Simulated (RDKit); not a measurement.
A run for RDKit: MMFF94 on H2O (SMILES O).

```python
from rdkit import Chem
from rdkit.Chem import AllChem, rdDetermineBonds

blocks = [
'''3

O     0.36048348   -0.03780729    0.39010603
H    -0.06909815    0.59331809   -0.19604100
H     0.40219371   -0.86639545   -0.09790964
''',
]
mol = None
for b in blocks:
    f = Chem.MolFromXYZBlock(b)
    rdDetermineBonds.DetermineBonds(f, charge=0)
    mol = f if mol is None else Chem.CombineMols(mol, f)
Chem.SanitizeMol(mol)
print(Chem.MolToSmiles(Chem.RemoveHs(mol)))
ff = AllChem.MMFFGetMoleculeForceField(mol, AllChem.MMFFGetMoleculeProperties(mol), nonBondedThresh=100.0, ignoreInterfragInteractions=False)
e = ff.CalcEnergy()
print(f'MMFF94 energy {e:.6f} kcal/mol')
```

The log:

```
O
MMFF94 energy 0.090818 kcal/mol
```

The run finished.

Cost: roughly 0.05 core-seconds.
